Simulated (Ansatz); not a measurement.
Spectroscopic constants of Br$_{2}$, closed-shell singlet (the spin of the measured ground state). No spin–orbit coupling. Br is treated without relativity.

D_e counts from the fitted minimum to each atom's lowest state at the same level, without counterpoise. The singlet is restricted.

Correlated levels freeze the inner cores; with def2 sets outer-core shells near the valence are correlated too. CBS(a, b) extrapolates the correlation energy as X⁻³ and adds the Hartree–Fock energy of set b.

Codes used: Ansatz (Gaussian basis) for Hartree–Fock, density functionals and correlated methods. Values without a source in brackets are computed.

PBE/def2-TZVPP gives 57.31 kcal/mol for the bond energy D_e.

**Question.** Where do these levels fall relative to PBE: r2SCAN/def2-TZVPP, B3LYP/def2-TZVPP, wB97M-V/def2-TZVPP, B2PLYP/def2-TZVPP, CCSD(T)/CBS(def2-TZVPP, def2-QZVPP).

**Answer.** r2SCAN/def2-TZVPP -4.32; B3LYP/def2-TZVPP -8.68; wB97M-V/def2-TZVPP -8.12; B2PLYP/def2-TZVPP -8.80; CCSD(T)/CBS(def2-TZVPP, def2-QZVPP) -4.37 kcal/mol. 0 of 5 lie above PBE; the widest gap is to B2PLYP/def2-TZVPP.

Ansatz is an electronic-structure program.
